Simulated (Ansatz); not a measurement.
Consider the substitution at a C–O bond: `FC[O][SnH3]` + `N[SiH2][SiH3]` → `FCN[SiH2][SiH3]` + `[OH][SnH3]`.

Program: Ansatz. Geometries: PBE0-D4/def2-TZVP. ΔE: electronic, gas phase. CBS: MP2 limit from def2 TZ/QZ plus the TZ coupled-cluster correction, frozen cores. This one scheme is used for every species. Functionals use def2-TZVPP. B3LYP here is the variant with VWN-RPA as its local correlation; programs differ in this. Elements past krypton have def2 core potentials. For Sn outer-core shells are correlated without core-valence functions, which leaves a few kJ/mol of doubt a bond. One conformer a species, not always the lowest.

`FC[O][SnH3]`:

```xyz
9

F     0.301   -1.321    1.276
C    -0.788   -0.457    1.126
O    -0.405    0.697    0.529
Sn    0.716    0.587   -1.114
H    -1.529   -1.025    0.544
H    -1.162   -0.243    2.133
H     0.085   -0.699   -2.039
H     0.452    2.114   -1.812
H     2.330    0.347   -0.644
```

`N[SiH2][SiH3]`:

Z-matrix (Å, degrees):
```
Si
Si 1 2.341
N 1 1.724 2 108.6
H 1 1.497 2 108.1 3 -126.1
H 1 1.488 2 110.7 3 117.7
H 2 1.489 1 110.3 3 173.7
H 2 1.491 1 110.1 3 54.6
H 2 1.488 1 111.4 3 -65.4
H 3 1.008 1 119.6 2 167.4
H 3 1.007 1 119.6 2 -50.6
```

`FCN[SiH2][SiH3]`:

Cartesian coordinates in Å:
```
F 0.830 -2.026 -0.097
C 0.814 -1.379 1.150
N 0.936 0.014 1.040
Si -0.363 1.016 0.448
Si -0.939 0.640 -1.796
H 1.641 -1.808 1.721
H -0.141 -1.643 1.613
H 1.877 0.322 0.849
H 0.085 2.423 0.631
H -1.545 0.748 1.313
H -1.940 1.649 -2.243
H -1.523 -0.716 -1.968
H 0.267 0.760 -2.660
```

`[OH][SnH3]`:

Cartesian coordinates in Å:
```
O 0.948 -0.046 -1.163
Sn -0.169 0.113 0.451
H 0.530 -0.549 -1.865
H -0.491 -1.457 1.044
H -1.620 0.913 0.030
H 0.802 1.026 1.503
```

| level | ΔE (kJ/mol) | difference from CCSD(T)/CBS |
| --- | --- | --- |
| PBE-D4 | -7.2 | -2.7 |
| r2SCAN-D4 | -3.0 | 1.5 |
| PBE0-D4 | -5.8 | -1.3 |
| PBE0 | -4.5 | 0.0 |
| B3LYP | -2.5 | 2.0 |
| HF/def2-TZVPP | 4.4 | 8.9 |
| HF/def2-QZVPP | 4.5 | 9.0 |
| MP2/def2-QZVPP | -6.7 | -2.2 |
| SCS-MP2/def2-QZVPP | -4.9 | -0.4 |
| HF/CBS(def2) | 4.5 | 9.0 |
| CCSD(T)/CBS | -4.5 | 0 |

Largest T1 diagnostic among the species: 0.014.

In def2-TZVPP, CCSD(T) changes the Hartree–Fock value by −8.2 kJ/mol (the triples alone add −0.9 kJ/mol) and MP2 by −10.8 kJ/mol.
